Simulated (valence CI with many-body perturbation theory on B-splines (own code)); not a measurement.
**Zr7+: electric-dipole lines**

Computed by valence CI with perturbative core correlation (CI+MBPT): five valence electrons over a frozen Dirac-Fock core [Ar] 3d10, a basis of 9 s, 9 p, 8 d, 6 f, 3 g, 1 h functions for each j, with the one-electron correlation potential Σ1, the two-electron term Σ2, the three-electron term Σ3, Breit, model QED; selected CI, second order for the rest, scaled by the run's own slope (own B-spline code, finite nucleus).

No measured levels were compared; by estimate levels hold to about 250 cm⁻¹ or 0.2 % of their energy and the worst to 1 %, as in measured heavy ions of charge 2 to 7; those with d or f electrons hold less well. Among the levels kept, up to 800 cm⁻¹ of a level comes from second order outside the variational space, and about a tenth of that is noise between levels of different J, which matters for small intervals.

Lines 1 to 50 of 171 in falling wavelength, among levels below 463360 cm⁻¹, chosen from the strongest by gf and those to the six lowest levels. Wavelengths and rates use the calculated energies, so an error of 600 cm⁻¹ moves a line at 1439 Å by 0.86 % and its rate by three times that or more. Electric multipoles are in the length gauge, E1 and E2 with the static RPA response of the core. Weak lines are less certain than strong ones. Lines between different terms over intervals too small for the method are left out, as are lines whose strength nearly cancels. The highest levels of a list are the least certain.

Names give the largest LS component (configuration and term), which can be under half, so a name can repeat, a term be missing and a line seem to break the LS rules; names also repeat where a configuration has a term twice. Letters in brackets count levels of one name in rising energy.

```
λ vac (Å)              Upper                  Lower   A (s⁻¹)  S (a.u.) with core polarisation  S without
     1439        4p5 2P°_3/2  4s2 4p2 4d 2D_5/2 [a]  1.19e+06                         7.01e-03   8.03e-03
     1274        4p5 2P°_1/2  4s2 4p2 4d 2D_3/2 [b]  3.19e+06                         6.50e-03   7.39e-03
     1154        4p5 2P°_3/2  4s2 4p2 4d 2P_1/2 [a]  4.11e+06                         1.25e-02   1.42e-02
     1056  4s 4p3 4d 6D°_5/2      4s2 4p2 4d 4P_3/2  1.73e+06                         6.05e-03   6.79e-03
     1034        4p5 2P°_1/2      4s2 4p2 4d 4P_1/2  5.99e+06                         6.54e-03   7.44e-03
     1017  4s 4p3 4d 6D°_7/2      4s2 4p2 4d 4P_5/2  3.08e+06                         1.28e-02   1.43e-02
     1009        4p5 2P°_3/2  4s2 4p2 4d 2P_3/2 [a]  3.68e+07                         7.47e-02   8.47e-02
    976.7        4p5 2P°_1/2  4s2 4p2 4d 2P_1/2 [a]  2.28e+07                         2.09e-02   2.37e-02
    871.2        4p5 2P°_1/2  4s2 4p2 4d 2P_3/2 [a]  1.87e+07                         1.22e-02   1.39e-02
    809.3        4p5 2P°_3/2      4s2 4p2 4d 4D_3/2  4.57e+06                         4.78e-03   5.43e-03
    778.4  4s 4p3 4d 6D°_5/2      4s2 4p2 4d 4D_5/2  2.49e+06                         3.48e-03   3.90e-03
    755.5      4s 4p4 4P_5/2        4s2 4p3 2P°_3/2  3.12e+06                         3.98e-03   4.45e-03
    750.7  4s 4p3 4d 6D°_3/2      4s2 4p2 4d 4D_3/2  6.26e+06                         5.23e-03   5.86e-03
    746.3  4s 4p3 4d 6D°_1/2      4s2 4p2 4d 4D_1/2  8.15e+06                         3.34e-03   3.74e-03
    744.7  4s 4p3 4d 6D°_7/2  4s2 4p2 4d 2F_7/2 [a]  2.25e+06                         3.66e-03   4.09e-03
    743.3  4s 4p3 4d 6D°_9/2      4s2 4p2 4d 4F_9/2  1.47e+07                         2.97e-02   3.34e-02
    739.3  4s 4p3 4d 6D°_9/2  4s2 4p2 4d 2F_7/2 [a]  1.93e+06                         3.84e-03   4.35e-03
    713.0  4s 4p3 4d 6D°_7/2      4s2 4p2 4d 4F_7/2  1.04e+07                         1.49e-02   1.67e-02
    712.4        4p5 2P°_1/2      4s2 4p2 4d 4D_1/2  1.75e+07                         6.24e-03   7.07e-03
    708.1  4s 4p3 4d 6D°_9/2      4s2 4p2 4d 4F_7/2  6.39e+06                         1.12e-02   1.26e-02
    701.8      4s 4p4 4P_3/2        4s2 4p3 2P°_3/2  2.08e+07                         1.42e-02   1.60e-02
    684.7  4s 4p3 4d 6D°_5/2      4s2 4p2 4d 4F_5/2  5.06e+06                         4.81e-03   5.37e-03
    684.3      4s 4p4 4P_1/2        4s2 4p3 2P°_3/2  5.57e+06                         1.76e-03   1.94e-03
    682.0  4s 4p3 4d 6D°_7/2      4s2 4p2 4d 4F_5/2  3.83e+06                         4.80e-03   5.43e-03
    659.3      4s 4p4 4P_3/2        4s2 4p3 2P°_1/2  3.26e+05                         1.85e-04   2.11e-04
    658.6        4p5 2P°_3/2          4s 4p4 2P_1/2  5.47e+07                         3.08e-02   3.45e-02
    643.8      4s 4p4 4P_1/2        4s2 4p3 2P°_1/2  3.17e+07                         8.35e-03   9.32e-03
    628.7      4s 4p4 4P_5/2        4s2 4p3 2D°_5/2  4.65e+07                         3.42e-02   3.83e-02
    606.7      4s 4p4 4P_5/2        4s2 4p3 2D°_3/2  5.66e+07                         3.75e-02   4.19e-02
    596.8        4p5 2P°_1/2          4s 4p4 2P_1/2  1.45e+09                         3.04e-01   3.42e-01
    594.4        4p5 2P°_3/2          4s 4p4 2P_3/2  1.68e+09                         6.95e-01   7.82e-01
    591.0      4s 4p4 4P_3/2        4s2 4p3 2D°_5/2  1.41e+07                         5.74e-03   6.37e-03
    589.1        4p5 2P°_3/2          4s 4p4 2S_1/2  4.96e+08                         2.00e-01   2.26e-01
    571.5      4s 4p4 4P_3/2        4s2 4p3 2D°_3/2  3.57e+04                         1.31e-05   1.66e-05
    569.2      4s 4p4 2D_3/2        4s2 4p3 2P°_3/2  3.19e+07                         1.16e-02   1.29e-02
    559.9      4s 4p4 4P_1/2        4s2 4p3 2D°_3/2  2.05e+07                         3.55e-03   3.99e-03
    559.7      4s 4p4 2D_5/2        4s2 4p3 2P°_3/2  5.13e+08                         2.66e-01   2.99e-01
    543.6        4p5 2P°_1/2          4s 4p4 2P_3/2  1.58e+09                         2.50e-01   2.81e-01
    540.9      4s 4p4 2D_3/2        4s2 4p3 2P°_1/2  2.17e+08                         6.78e-02   7.62e-02
    539.2        4p5 2P°_1/2          4s 4p4 2S_1/2  2.99e+08                         4.62e-02   5.17e-02
    531.5      4s 4p4 4P_5/2        4s2 4p3 4S°_3/2  1.26e+09                         5.61e-01   6.28e-01
    504.4      4s 4p4 4P_3/2        4s2 4p3 4S°_3/2  1.55e+09                         3.94e-01   4.40e-01
    499.2        4p5 2P°_3/2          4s 4p4 2D_5/2  3.10e+09                         7.62e-01   8.54e-01
    495.2      4s 4p4 4P_1/2        4s2 4p3 4S°_3/2  1.68e+09                         2.02e-01   2.25e-01
    494.0      4s 4p4 2D_3/2        4s2 4p3 2D°_5/2  1.51e+05                         3.59e-05   4.33e-05
    491.9        4p5 2P°_3/2          4s 4p4 2D_3/2  8.61e+08                         2.02e-01   2.27e-01
    486.9      4s 4p4 2D_5/2        4s2 4p3 2D°_5/2  2.40e+09                         8.20e-01   9.17e-01
    480.4      4s 4p4 2D_3/2        4s2 4p3 2D°_3/2  3.27e+09                         7.15e-01   7.98e-01
    477.9      4s 4p4 2S_1/2        4s2 4p3 2P°_3/2  5.77e+07                         6.22e-03   6.86e-03
    474.5      4s 4p4 2P_3/2        4s2 4p3 2P°_3/2  6.45e+08                         1.36e-01   1.53e-01
```
